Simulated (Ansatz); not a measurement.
`C[SiH2][O][GeH3]`. The species carries charge 0 and has multiplicity 1.

```tsv
atom	x (Å)	y (Å)	z (Å)
C1	1.391	0.072	1.764
Si2	0.305	-0.665	0.449
O3	-0.325	0.544	-0.458
Ge4	-1.416	0.592	-1.856
H5	2.208	0.643	1.316
H6	1.825	-0.716	2.385
H7	0.819	0.741	2.410
H8	-0.796	-1.461	1.070
H9	1.091	-1.594	-0.415
H10	-1.578	2.077	-2.201
H11	-2.757	-0.044	-1.453
H12	-0.768	-0.189	-3.012
```

What are the harmonic wavenumbers in cm⁻¹ at PBE0-D4/def2-TZVP (Ansatz, finite differences of forces, unscaled)? (An estimate is asked.)

The calculation gave: 28, 36, 95, 160, 208, 501, 534, 636, 648, 706, 737, 770, 848, 872, 874, 877, 938, 979, 1031, 1275, 1444, 1449, 2155, 2156, 2181, 2184, 2190, 3051, 3135, 3142.

Is this a minimum?

Yes, all 30 modes are real.

Give the ideal-gas thermochemistry at 298.15 K and 1 bar (rigid rotor, harmonic oscillator; point group Cs, symmetry number 1).

Zero-point energy 214.4 kJ/mol; H(298) − E = 237.6 kJ/mol; entropy 381.1 J/(mol·K), of which translation 170.2, rotation 113.1, vibration 97.8; G(298) − E = 123.9 kJ/mol. Modes under 100 cm⁻¹ are hindered rotations or soft bends, so the harmonic entropy is rough.

And at 400, 500, 600, 800 and 1000 K?


```csv
T (K),H − E (kJ/mol),S (J/mol/K),G − E (kJ/mol)
400,250.8,419.1,83.2
500,266.1,453.2,39.5
600,283.3,484.4,-7.4
800,321.8,539.7,-109.9
1000,364.6,587.4,-222.7
```
